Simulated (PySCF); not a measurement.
SbF from Hartree–Fock to correlated methods

State: ³Σ⁻ (triplet), unpaired electrons π ↑↑. Set-up: basis Sb def2-TZVPP with ECP28, F def2-TZVPP; scalar-relativistic core potentials; PySCF 2.14. De refers to Sb + F in their high-spin ground configurations, without counterpoise correction. The functionals are run spin-unrestricted. A positive dipole means Sb(−)F(+).

| Level | Re (Å) | ωe (cm⁻¹) | De (eV) | μ (D) |
| --- | --- | --- | --- | --- |
| UHF | 1.895 | 653 | 2.18 | -2.58 |
| UHF-MP2 | 1.921 | 617 | 4.02 | n/a |
| UHF-SCS-MP2 | 1.924 | 612 | 3.92 | n/a |
| UHF-CCSD | 1.913 | 629 | 3.70 | n/a |
| UHF-CCSD(T) | 1.919 | 619 | 3.85 | n/a |
| PBE | 1.948 | 579 | 4.51 | -2.33 |
| PBEsol | 1.932 | 597 | 4.77 | -2.23 |
| PW91 | 1.947 | 581 | 4.54 | -2.34 |
| r²SCAN | 1.924 | 609 | 4.21 | -2.28 |
| TPSSh | 1.930 | 603 | 4.18 | -2.33 |
| PBE0 | 1.920 | 614 | 4.08 | -2.40 |
| BHandHLYP | 1.910 | 630 | 3.78 | -2.58 |
| ωB97M-V | 1.923 | 617 | 4.18 | -2.48 |

Which functional lies closest to UHF-CCSD(T) in De, which farthest, and by how much do they differ from it?

Closest is BHandHLYP (-0.9 pm in Re, +1.8 % in ωe, -0.07 eV in De against UHF-CCSD(T) in the same basis), farthest PBEsol (+1.3 pm in Re, -3.6 % in ωe, +0.92 eV in De). CCSD(T) converges more slowly with the basis than the functionals do and binds too weakly in this one, so the order can change at the basis-set limit.

What does a quarter of exact exchange do here, going from PBE to PBE0?

PBE0 less PBE: -2.8 pm in Re, +6.0 % in ωe, -0.43 eV in De. Exact exchange removes part of the self-interaction that spreads semilocal densities, and in most molecules shortens and stiffens the bond and lowers De; so it does here.

What does the step from GGA to meta-GGA do here, going from PBE to r²SCAN?

r²SCAN less PBE: -2.4 pm in Re, +5.2 % in ωe, -0.30 eV in De. 

Correlated steps freeze 5 core orbitals. Spin–orbit coupling is left out, which matters for elements this heavy, above all for dissociation energies. The state was picked by a PBE0 search and need not be the measured ground state.

The whole job (state search and all levels along the bond) took about 15 min on 1 thread of Arm Neoverse V2 (shared host), peak memory 2.1 GiB.
